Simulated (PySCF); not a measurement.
**Structure elucidation problem**

Molecular formula: C₃H₃F₅O. Simulated spectra:

1H NMR (400 MHz, computed): δ 4.41 (m, 2H), 1.19 (br s, 1H).

13C{1H} NMR (computed): δ 128.6 (C), 122.1 (C), 66.6 (CH2).

Method: shieldings: GIAO PBE0/pcSseg-1, coordinates at the GFN2-xTB level, in PySCF (equivalent nuclei averaged, isolated molecule, non-relativistic, a single conformation).

References, each an isolated molecule treated in the same way: 1H and 13C against TMS.

**Question.** Propose a structure and justify it.

**Answer.** 
- The formula gives 0 degrees of unsaturation.
- 3 carbon signals for 3 carbons: no two carbons are equivalent.
- Carbon types of the structure: 2 × C, 1 × CH2, leaving 1 H on heteroatoms.
- δC 128.6: CF3 carbon; 3 electronegative neighbours deshield it.
- δC 122.1: fully substituted sp3 carbon bonded to 2 F; 2 electronegative neighbours deshield it.
- δC 66.6: sp3 CH2 bonded to O; deshielded by the electronegative neighbour.
- δH 4.41: hydrogen on an sp3 CH2 bonded to O; its carbon carries O, which withdraws density.
- δH 1.19: hydrogen on an alcohol oxygen; exchangeable, gas-phase position.

These data were computed for 2,2,3,3,3-pentafluoro-1-propanol (SMILES OCC(F)(F)C(F)(F)F).

This is the structure that produced the data.

Exchangeable OH/NH protons stand at their gas-phase positions; hydrogen bonding in a real sample shifts them, mostly to higher δ. Splittings by 19F in the carbon and heteronuclear signals aren't shown, as no couplings were computed. Shifts are as computed. Against solution values, carbons near 30 ppm lie about +3 ppm off and those near 130 ppm about +5 ppm. Of 1211 compounds with measured shifts, 218 miss one by over three times the rms of a fit or turn the order of signals round; such compounds aren't used in these exercises.
